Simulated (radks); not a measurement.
Values are calculated unless marked as measured or tabulated.
Coulomb parameter of the 4f shell of the dysprosium ion Dy2+ in the model configuration [Xe] 4f8.5 6p1.5, as a second difference U = [E(n + 0.5) + E(n - 0.5) - 2 E(n)] / (0.5)^2 with all orbitals relaxed. "Bare": the charge of the atom changes with n. "Screened": the 6p shell takes up the change at fixed total charge, which measures U(4f,4f) + U(6p,6p) - 2 U(4f,6p). Level of theory: scalar-relativistic Kohn-Sham, PBE, spin-unpolarised, spherical densities, finite nucleus; Fermi nuclear charge, rms radius 5.2218 fm (a radial shooting solver on a logarithmic mesh with Libxc functionals).

\begin{tabular}{lrr}
case & configuration & E - E(n) (eV) \\ \hline
start & [Xe] 4f8.5 6p1.5 & 0.000 \\
bare +0.5 & [Xe] 4f9 6p1.5 & -14.105 \\
bare -0.5 & [Xe] 4f8 6p1.5 & 18.773 \\
screened +0.5 & [Xe] 4f9 6p1 & -8.462 \\
screened -0.5 & [Xe] 4f8 6p2 & 10.845 \\
\end{tabular}

U(bare) = 18.672 eV, U(screened by 6p) = 9.532 eV, against the Slater integral F0(4f,4f) = 32.200 eV with frozen orbitals.
